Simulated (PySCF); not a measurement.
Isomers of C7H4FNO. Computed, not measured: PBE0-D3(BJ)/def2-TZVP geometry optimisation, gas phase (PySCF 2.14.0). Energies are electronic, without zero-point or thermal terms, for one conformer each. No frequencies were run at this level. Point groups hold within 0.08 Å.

Task: Rank from lowest to highest electronic energy at this level (kJ/mol).
A. `[O:1]=[C:2]=[N:3][c:4]1[cH:5][cH:6][c:7]([F:8])[cH:9][cH:10]1` with C2–N3–C4–C5 179°
B. `[O:1]=[C:2]=[N:3][c:4]1[cH:5][cH:6][cH:7][cH:8][c:9]1[F:10]` with C2–N3–C4–C5 180°

Result: A (0.0), B (0.8).

Neighbours under 10 kJ/mol apart (O=C=Nc1ccc(F)cc1 and O=C=Nc1ccccc1F) can change places with a better method, another conformer or zero-point energy.

```tsv
SMILES	E (Eh)	E rel (kJ/mol)	dipole (D)	point group	A, B, C (MHz)
O=C=Nc1ccc(F)cc1	-498.62532	0.0	1.00	Cs	5120, 653.1, 579.2
O=C=Nc1ccccc1F	-498.62500	0.8	3.09	Cs	3231, 963.0, 741.9
```

Task: How do the relative energies change in single points at B97-2/pcSseg-2 (no added dispersion term) on the same geometries?

Result: 
```json
{"SMILES": "O=C=Nc1ccc(F)cc1", "PBE0-D3(BJ)/def2-TZVP (kJ/mol)": "0.0", "B97-2/pcSseg-2 (kJ/mol)": "0.0", "shift": "0.0"}
{"SMILES": "O=C=Nc1ccccc1F", "PBE0-D3(BJ)/def2-TZVP (kJ/mol)": "0.8", "B97-2/pcSseg-2 (kJ/mol)": "2.4", "shift": "+1.6"}
```

Each column counts from its own lowest isomer. The order is unchanged; the largest shift is 1.6 kJ/mol.
